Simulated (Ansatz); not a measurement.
One change: `O[SiH](F)[TeH]` becomes `C[Se][SiH](O)F`.

Ansatz, PBE0-D4/def2-TZVP geometries, multiplicity 1. Each molecule was computed in one conformer, which needn't be the lowest.

Elements past krypton have def2 core potentials. Scalar relativity is left out up to krypton. Spin–orbit coupling is left out; it splits and shifts lone-pair levels of the heavy atoms by tenths of an eV.

```
                                      property  `O[SiH](F)[TeH]`
         HOMO–LUMO gap (B3LYP/def2-TZVPP) / eV              5.53
             HOMO energy (PBE/def2-TZVPP) / eV             -5.78
size of the dipole moment (PBE/def2-TZVPP) / D              1.10
            HOMO energy (PBE0/def2-TZVPP) / eV             -6.83
       HOMO–LUMO gap (ωB97M-V/def2-TZVPP) / eV              9.91
         HOMO energy (ωB97M-V/def2-TZVPP) / eV             -8.91
```

Give the same properties after the change, and the shifts. (An estimate is asked.)

The calculation gave: 
| property | `C[Se][SiH](O)F` | shift |
| --- | --- | --- |
| HOMO–LUMO gap (B3LYP/def2-TZVPP) / eV | 6.21 | 0.68 |
| HOMO energy (PBE/def2-TZVPP) / eV | -5.76 | 0.02 |
| size of the dipole moment (PBE/def2-TZVPP) / D | 2.28 | 1.18 |
| HOMO energy (PBE0/def2-TZVPP) / eV | -6.93 | -0.10 |
| HOMO–LUMO gap (ωB97M-V/def2-TZVPP) / eV | 10.66 | 0.75 |
| HOMO energy (ωB97M-V/def2-TZVPP) / eV | -9.09 | -0.18 |

With PBE0 the HOMO falls by 0.10 eV and the LUMO rises by 0.60 eV, so the gap widens by about 0.70 eV. PBE moves the HOMO by 0.02 eV and ωB97M-V by -0.18 eV. Dipoles are sizes alone; their direction can turn.

B3LYP here is the variant with VWN-RPA as its local correlation; programs differ in this.
